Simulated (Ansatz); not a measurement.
# CHClFGe+: where a starting geometry ends

The starting geometry of this gas-phase singlet was optimised with GFN2-xTB.

```json
{"atom": "C", "x (Å)": "-1.1656", "y (Å)": "-1.0887", "z (Å)": "-0.4975"}
{"atom": "Cl", "x (Å)": "-4.1022", "y (Å)": "-1.8907", "z (Å)": "1.4536"}
{"atom": "F", "x (Å)": "-0.9362", "y (Å)": "-1.9113", "z (Å)": "-1.4586"}
{"atom": "Ge", "x (Å)": "-2.0896", "y (Å)": "-2.0262", "z (Å)": "1.1117"}
{"atom": "H", "x (Å)": "-0.2326", "y (Å)": "-0.5322", "z (Å)": "-0.2693"}
```

Predict what it relaxes into with PBE-D3(BJ)/def2-SVP.

A new bond forms, giving a structure with Cl2 bridging C1 and Ge4, given below by its coordinates. Distances that change by over a tenth: Cl2–Ge4 (2.05 → 2.35 Å). Contacts that close: C1–Cl2 (3.62 → 2.02 Å).

The energy falls by 0.83 eV over 18 steps:

```
step  E − E(last) (eV)
   1             0.832
   3             0.647
   5             0.575
   7             0.550
   9             0.389
  10             0.261
  12             0.034
  14             0.002
  16             0.000
  18             0.000
```

Final geometry (Å):

```xyz
5

C    -1.3419   -1.3791   -0.1509
Cl   -3.2503   -1.2187    0.5010
F    -1.3118   -1.8965   -1.3517
Ge   -1.6363   -2.6290    1.4563
H    -0.9860   -0.3259   -0.1147
```

Frequencies at the end are all real (lowest 179 cm⁻¹). Run with Ansatz 0.2.0, 34 s on 1 thread of Intel(R) Xeon(R) Platinum 8259CL CPU @ 2.50GHz (Skylake/Cascade Lake), on a shared host.
